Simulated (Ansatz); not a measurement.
Conformers of `C=CCCCCCCCC`, each relaxed with PBE0-D4/def2-TZVP in Ansatz. CBS adds the triple-zeta coupled-cluster correction to the MP2 limit.

Not all of them had a frequency check.

Conformer A:

```xyz
30

C     2.564   -1.415   -0.447
C     2.262   -1.264    0.835
C     2.295    0.028    1.579
C     0.990    0.412    2.278
C    -0.189    0.665    1.343
C    -0.983   -0.584    0.978
C    -2.147   -0.339    0.014
C    -1.822   -0.582   -1.458
C    -0.737    0.299   -2.065
C    -1.097    1.775   -2.117
H     2.855   -0.569   -1.062
H     2.534   -2.385   -0.930
H     1.973   -2.141    1.414
H     2.590    0.831    0.894
H     3.082   -0.033    2.342
H     1.188    1.315    2.864
H     0.721   -0.365    3.005
H    -0.878    1.373    1.818
H     0.174    1.164    0.439
H    -1.367   -1.014    1.910
H    -0.315   -1.340    0.552
H    -2.975   -1.004    0.278
H    -2.531    0.678    0.156
H    -1.525   -1.631   -1.573
H    -2.741   -0.461   -2.044
H    -0.538   -0.054   -3.083
H     0.200    0.158   -1.517
H    -1.256    2.192   -1.120
H    -0.307    2.359   -2.594
H    -2.017    1.933   -2.688
```

Conformer B:

Cartesian coordinates in Å:
```
C 2.538 -3.432 -1.029
C 2.073 -2.452 -1.791
C 2.172 -0.997 -1.479
C 0.809 -0.325 -1.356
C 0.913 1.165 -1.072
C -0.428 1.888 -1.025
C -1.412 1.363 0.014
C -0.897 1.435 1.444
C -1.927 1.041 2.495
C -2.359 -0.415 2.418
H 3.054 -3.225 -0.096
H 2.425 -4.473 -1.308
H 1.559 -2.705 -2.718
H 2.741 -0.494 -2.272
H 2.738 -0.858 -0.552
H 0.241 -0.824 -0.565
H 0.241 -0.481 -2.283
H 1.450 1.313 -0.128
H 1.536 1.631 -1.844
H -0.247 2.952 -0.837
H -0.896 1.830 -2.015
H -2.339 1.946 -0.057
H -1.689 0.333 -0.232
H -0.016 0.791 1.555
H -0.553 2.457 1.644
H -2.806 1.690 2.399
H -1.511 1.238 3.488
H -3.047 -0.667 3.229
H -2.867 -0.640 1.478
H -1.497 -1.084 2.496
```

Conformer C:

Cartesian coordinates in Å:
```
C 3.022 -2.095 0.429
C 2.205 -1.856 1.446
C 0.728 -1.641 1.370
C 0.118 -1.730 -0.017
C -1.388 -1.482 -0.032
C -1.850 -0.062 0.301
C -1.919 0.905 -0.879
C -0.600 1.260 -1.559
C 0.460 1.870 -0.649
C 0.023 3.160 0.026
H 4.085 -2.233 0.588
H 2.668 -2.161 -0.593
H 2.628 -1.803 2.448
H 0.237 -2.367 2.032
H 0.506 -0.664 1.821
H 0.627 -1.029 -0.683
H 0.313 -2.729 -0.422
H -1.848 -2.179 0.678
H -1.786 -1.757 -1.016
H -1.226 0.362 1.095
H -2.856 -0.120 0.728
H -2.402 1.827 -0.538
H -2.593 0.482 -1.633
H -0.816 1.969 -2.367
H -0.187 0.373 -2.049
H 0.761 1.144 0.115
H 1.359 2.060 -1.243
H -0.813 2.998 0.710
H -0.295 3.902 -0.712
H 0.839 3.597 0.606
```

Q: Which is lowest in electronic energy at CCSD(T)/CBS (frozen core, def2 sets), and by how much? (Estimate.)

A: The calculation gave: B; A lies 12.1 kJ/mol higher, C lies 10.6 kJ/mol higher.

Q: Give the energies relative to B (kJ/mol) with PBE0-D4/def2-TZVPP, PBE/def2-TZVPP, r2SCAN/def2-TZVPP, PBE0/def2-TZVPP, CCSD/def2-TZVPP, CCSD(T)/def2-TZVPP, CCSD/CBS(def2). (Estimate.)

A: Computed: 
```json
{"level": "PBE0-D4/def2-TZVPP", "A": "10.9", "C": "9.7"}
{"level": "PBE/def2-TZVPP", "A": "16.2", "C": "15.2"}
{"level": "r2SCAN/def2-TZVPP", "A": "14.4", "C": "12.8"}
{"level": "PBE0/def2-TZVPP", "A": "17.1", "C": "15.3"}
{"level": "CCSD/def2-TZVPP", "A": "13.6", "C": "11.7"}
{"level": "CCSD(T)/def2-TZVPP", "A": "11.6", "C": "10.0"}
{"level": "CCSD/CBS(def2)", "A": "14.1", "C": "12.3"}
```
